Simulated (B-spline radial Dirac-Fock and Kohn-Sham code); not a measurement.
## Relativistic shifts of the levels of Ba⁴⁵⁺

System: Ba⁴⁵⁺, 1s2 2s2 2p6 3s1.

Both columns are ΔSCF binding energies of the configuration average from an atomic code on a B-spline grid: non-relativistic Hartree-Fock with a point nucleus, and Dirac-Fock with a finite nucleus and the Coulomb interaction alone, averaged over the two j levels with weights 2j+1.

| shell | Hartree-Fock (eV) | Dirac-Fock (eV) | shift (eV) | shift (%) |
| --- | --- | --- | --- | --- |
| 2p | 8175.8 | 8347.5 | +171.63 | +2.10 |
| 3s | 3496.6 | 3644.3 | +147.68 | +4.22 |

Relativity binds 2p, 3s more strongly, among those listed most of all 3s in relative terms.

Values without a named source are computed, but for edge energies of neutral atoms, which are taken from tables.
